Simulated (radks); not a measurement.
Values are calculated unless marked as measured or tabulated.
Species: Nb III. Configuration: [Kr] 4d3. Level of theory: scalar-relativistic Kohn-Sham, BLYP, spin-unpolarised, spherical densities, point nucleus (a radial shooting solver on a logarithmic mesh with Libxc functionals).

Local quantities along the radius. ELF = 1/(1 + alpha^2) is the electron localisation function; alpha = (tau - tau_W)/tau_unif compares the Pauli kinetic energy density with that of the uniform gas; r v_xc is r times the local exchange-correlation potential (hartree bohr); -r V(r) is the screened charge that the Kohn-Sham potential presents (atomic units). tau is taken from the large components.

r (bohr),ELF,alpha,r v_xc,-r V(r)
0.003161,0.999,0.02348,-0.1524,40.45
0.004148,0.999,0.02585,-0.1814,40.26
0.005445,0.999,0.02969,-0.2170,40.02
0.007147,0.999,0.03593,-0.2596,39.70
0.009382,0.998,0.04642,-0.3088,39.28
0.01241,0.996,0.06591,-0.3644,38.73
0.01629,0.990,0.1029,-0.4197,38.05
0.02139,0.968,0.1821,-0.4703,37.19
0.02807,0.882,0.3662,-0.5096,36.13
0.03685,0.620,0.7826,-0.5341,34.84
0.04836,0.343,1.385,-0.5525,33.27
0.06348,0.345,1.378,-0.6059,31.43
0.08332,0.592,0.8295,-0.7368,29.33
0.1094,0.766,0.5532,-0.8510,26.91
0.1436,0.699,0.6559,-0.8870,24.21
0.1884,0.365,1.320,-0.8571,21.26
0.2473,0.328,1.431,-0.8996,18.18
0.3246,0.663,0.7129,-1.108,15.15
0.4261,0.778,0.5341,-1.177,12.25
0.5593,0.575,0.8599,-1.058,9.729
0.7342,0.195,2.029,-0.8950,7.620
0.9714,0.500,1.001,-0.9796,5.922
1.275,0.774,0.5409,-1.052,4.582
1.674,0.610,0.8002,-0.9453,3.585
2.197,0.237,1.793,-0.7686,2.984
2.883,0.057,4.073,-0.6072,2.663
3.785,0.012,9.069,-0.4802,2.490
4.968,0.001,27.88,-0.3202,2.321
6.521,0.000,154.2,-0.1927,2.193

On this mesh the ELF has minima near r = 0.055, 0.22, 0.73 bohr, which separate the shells, and maxima near 0.13 (0.77), 0.43 (0.78), 1.3 (0.77).
